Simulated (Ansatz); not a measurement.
Method: frozen-core CCSD(T)/cc-pVTZ // B3LYP-D3(BJ)/def2-TZVP in Ansatz (an electronic-structure program).

Ansatz 0.2 input:
```yaml
crystal:
  periodic: [false, false, false]
  atoms:
    - { symbol: C, position_ang: [1.799832, -0.288965, 0.148319] }
    - { symbol: Ga, position_ang: [0.016924, 0.519833, -0.044387] }
    - { symbol: C, position_ang: [-1.816028, -0.191863, -0.106616] }
    - { symbol: F, position_ang: [0.076165, 2.297829, -0.199538] }
    - { symbol: H, position_ang: [2.533513, 0.478158, 0.39089] }
    - { symbol: H, position_ang: [1.801973, -1.053993, 0.925898] }
    - { symbol: H, position_ang: [2.091885, -0.766814, -0.789355] }
    - { symbol: H, position_ang: [-1.878097, -1.053802, -0.772458] }
    - { symbol: H, position_ang: [-2.12087, -0.519293, 0.889677] }
    - { symbol: H, position_ang: [-2.504975, 0.579695, -0.446509] }
basis:
  gaussian: { orbitals: cc-pVTZ }
correlation:
  method: ccsd_t
```

Output:

```
Functional definition: HF
1257 factors; integrals over basis functions are off by at most 9.3e-4 eV
mean field evaluation 1: about -57196.5498 eV, gradient 4.3e1 eV
mean field evaluation 2: about -57196.6171 eV, gradient 4.3e1 eV
mean field evaluation 4: about -57200.3773 eV, gradient 3.7e0 eV
mean field evaluation 8: about -57200.4282 eV, gradient 2.1e-1 eV
mean field evaluation 16: about -57199.3482 eV, gradient 2.6e1 eV
mean field -57200.42837140 eV, -2102.0769708059 hartree, gradient 2.6e-6 eV, S^2 0.000000; 0 other end points of the search recorded, 0 dependent functions left out
12 core orbitals not correlated
reference -57200.42837140 eV, -2102.0769708059 hartree; 17, 17 occupied and 188, 188 virtual orbitals, 1257 factors
second order -21.15564755 eV of doubles, -0.00000000 eV of singles
cycle   1  -21.27553841 eV  change   -1.2e-1 eV  update   1.1e-1
cycle   2  -21.80515884 eV  change   -5.3e-1 eV  update   3.2e-2
cycle   3  -21.92286068 eV  change   -1.2e-1 eV  update   1.7e-2
cycle   4  -21.91850723 eV  change    4.4e-3 eV  update   4.1e-3
cycle   5  -21.91627737 eV  change    2.2e-3 eV  update   2.0e-3
cycle   6  -21.91695176 eV  change   -6.7e-4 eV  update   6.0e-4
cycle   7  -21.91674718 eV  change    2.0e-4 eV  update   2.3e-4
cycle   8  -21.91666019 eV  change    8.7e-5 eV  update   7.3e-5
cycle   9  -21.91669262 eV  change   -3.2e-5 eV  update   2.8e-5
perturbative correction -0.83804624 eV, -0.0307976311 hartree
Total energy: -57223.18311025 eV, -2102.9131920352 hartree
```

Cost: very roughly 5 core-minutes.
